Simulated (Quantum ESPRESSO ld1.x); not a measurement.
The run below uses ld1.x (Quantum ESPRESSO 7.5).

```
 &input
    zed=80.0,
    iswitch=1,
    rel=2,
    dft='PBE',
    config='[Kr] 4d10 4f7',
    rel_dist='average',
    verbosity='high',
    lsmall=.true.,
    prefix='ld1',
    max_out_wfc=37,
    file_charge='ld1.rho',
 /
```

Command: `OMP_NUM_THREADS=1 ld1.x < ld1.in > ld1.out`

It prints (banner and zero overlaps left out):

```
     Program LD1 v.7.5 starts

     --------------------------- All-electron run ----------------------------

     dirac relativistic calculation

     atomic number is 80.00
     dft =PBE   lsd =0 sic =0 latt =0  beta=0.20 tr2=1.0E-14
     Exchange-correlation= PBE
                           (   1   4   3   4   0   0   0)
     mesh =2125 r(mesh) = 100.48147 a.u. xmin = -8.00 dx = 0.00800
     1 Ry =  13.60569312 eV, c = 137.03599908

     n l j   nl                  e(Ry)          e(Ha)          e(eV)
     Spin orbit split results
     1 0 0.5 1S 1( 2.00)   -6168.126145145   -3084.063072573 -83921.6314748
     2 0 0.5 2S 1( 2.00)   -1144.917852550    -572.458926275 -15577.4009528
     2 1 0.5 2P 1( 2.00)   -1100.888444881    -550.444222441 -14978.3503437
     2 1 1.5 2P 1( 4.00)    -957.696743879    -478.848371940 -13030.1280021
     3 0 0.5 3S 1( 2.00)    -320.116145808    -160.058072904  -4355.4020436
     3 1 0.5 3P 1( 2.00)    -300.392340371    -150.196170186  -4087.0459996
     3 1 1.5 3P 1( 4.00)    -268.527339179    -134.263669590  -3653.5005720
     4 0 0.5 4S 1( 2.00)    -116.130364952     -58.065182476  -1580.0341078
     4 1 0.5 4P 1( 2.00)    -107.604088535     -53.802044268  -1464.0282074
     4 1 1.5 4P 1( 4.00)     -99.171081164     -49.585540582  -1349.2912970
     3 2 1.5 3D 1( 4.00)    -236.035197645    -118.017598822  -3211.4224654
     3 2 2.5 3D 1( 6.00)    -229.208607263    -114.604303632  -3118.5419716
     4 2 1.5 4D 1( 4.00)     -85.254690082     -42.627345041  -1159.9491506
     4 2 2.5 4D 1( 6.00)     -83.585813657     -41.792906829  -1137.2429301
     4 3 2.5 4F 1( 3.00)     -65.895538197     -32.947769098   -896.5544709
     4 3 3.5 4F 1( 4.00)     -65.471759049     -32.735879525   -890.7886618
     Averaged results
     1 0     1S 1( 2.00)   -6168.126145145   -3084.063072573 -83921.6314748
     2 0     2S 1( 2.00)   -1144.917852550    -572.458926275 -15577.4009528
     2 1     2P 1( 6.00)   -1005.427310880    -502.713655440 -13679.5354493
     3 0     3S 1( 2.00)    -320.116145808    -160.058072904  -4355.4020436
     3 1     3P 1( 6.00)    -279.149006243    -139.574503122  -3798.0157145
     4 0     4S 1( 2.00)    -116.130364952     -58.065182476  -1580.0341078
     4 1     4P 1( 6.00)    -101.982083621     -50.991041811  -1387.5369338
     3 2     3D 1(10.00)    -231.939243416    -115.969621708  -3155.6941691
     4 2     4D 1(10.00)     -84.253364227     -42.126682114  -1146.3254183
     4 3     4F 1( 7.00)     -65.653378684     -32.826689342   -893.2597229

     final scf error:  7.8E-15 reached in  37 iterations

     Etot =  -38646.426497 Ry,  -19323.213249 Ha, -525811.419225 eV

     Ekin =   44701.303764 Ry,   22350.651882 Ha,  608192.221217 eV
     Encl =  -94084.609710 Ry,  -47042.304855 Ha,-1280086.327306 eV
     Eh   =   11415.592754 Ry,    5707.796377 Ha,  155317.051823 eV
     Exc  =    -678.713306 Ry,    -339.356653 Ha,   -9234.364959 eV
```

Run on one thread of a shared host, so times are rough (Intel(R) Xeon(R) Processor @ 2.60GHz): 0.63 s of CPU time, 0.94 s wall, 37 iterations on 2125 mesh points.
